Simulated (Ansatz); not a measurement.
Ansatz results at the PBE0-D4/def2-TZVP geometry: LUMO energy (ωB97M-V/def2-TZVPP) -0.36 eV; LUMO energy (PBE0/def2-TZVPP) -2.35 eV; HOMO energy (PBE/def2-TZVPP) -6.25 eV.

Each molecule was computed in one conformer, which needn't be the lowest.

(1) Which molecule gave them?
A. `C=NB(F)Br`
B. `B[SiH2]C=O`
C. `C=CBI`
D. `F[SiH2][O][GeH2][Cl]`

Answers

(1) C. The others give `B[SiH2]C=O`: -0.87, -2.82, -5.73; `C=NB(F)Br`: 0.58, -1.67, -6.53; `F[SiH2][O][GeH2][Cl]`: 1.74, -0.20, -7.60.
